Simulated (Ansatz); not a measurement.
Isolated molecules relaxed with PBE0-D4/def2-TZVP in Ansatz; ΔE leaves out vibrations. CBS: MP2 limit from def2 TZ/QZ plus the TZ coupled-cluster correction, frozen cores. Functionals use def2-TZVPP. Each species was taken in one conformer, which may not be the lowest.

`F[SiH2]S[SiH](F)F` + `C[SiH2]C` → `C[SiH2]C[SiH2]F` + `F[SiH](F)S`  (formal exchange of groups at the Si–S bond)

`F[SiH2]S[SiH](F)F`:

Z-matrix (Å, degrees):
```
Si
S 1 2.135
F 1 1.592 2 110.3
H 1 1.476 2 106.3 3 116.8
H 1 1.477 2 110.5 3 -119.7
Si 2 2.107 1 98.8 3 91.0
F 6 1.584 2 111.1 1 72.3
F 6 1.585 2 110.7 1 -45.1
H 6 1.469 2 110.0 1 -166.9
```

`C[SiH2]C`:

```xyz
11

C     0.679    1.333   -0.513
Si   -0.242    0.197    0.656
C    -0.460   -1.511   -0.079
H     0.803    2.327   -0.078
H     0.138    1.443   -1.457
H     1.673    0.937   -0.739
H    -1.579    0.780    0.965
H     0.507    0.094    1.941
H    -1.027   -1.464   -1.012
H    -0.998   -2.167    0.609
H     0.508   -1.969   -0.294
```

`C[SiH2]C[SiH2]F`:

Cartesian coordinates in Å:
```
C -0.533 -0.468 1.910
Si 0.827 -0.684 0.650
C 0.180 -0.473 -1.104
Si -0.285 1.254 -1.582
F -1.289 1.863 -0.485
H -0.144 -0.585 2.924
H -1.320 -1.212 1.763
H -0.984 0.523 1.825
H 1.435 -2.039 0.780
H 1.908 0.317 0.879
H 0.963 -0.798 -1.801
H -0.675 -1.141 -1.254
H 0.912 2.132 -1.619
H -0.994 1.308 -2.885
```

`F[SiH](F)S`:

```xyz
6

F    -1.324    1.052   -0.185
Si    0.143    0.486    0.017
F     0.379    0.488    1.584
S     0.332   -1.452   -0.782
H     1.113    1.378   -0.632
H    -0.644   -1.952   -0.002
```

Question: Is it downhill or uphill in electronic energy at CCSD(T)/CBS, and by how much? (Estimate.)

Answer: The calculation gave: Uphill: ΔE = +0.58 eV.

Question: What do these levels give: ωB97X-V, MP2/def2-TZVPP, CCSD/def2-TZVPP, HF/def2-QZVPP, SCS-MP2/def2-QZVPP, MP2/CBS(def2)? (Best estimate.)

Answer: Computed: ωB97X-V 0.57, MP2/def2-TZVPP 0.58, CCSD/def2-TZVPP 0.53, HF/def2-QZVPP 0.58, SCS-MP2/def2-QZVPP 0.59, MP2/CBS(def2) 0.62 eV.

Largest T1 diagnostic among the species: 0.012.
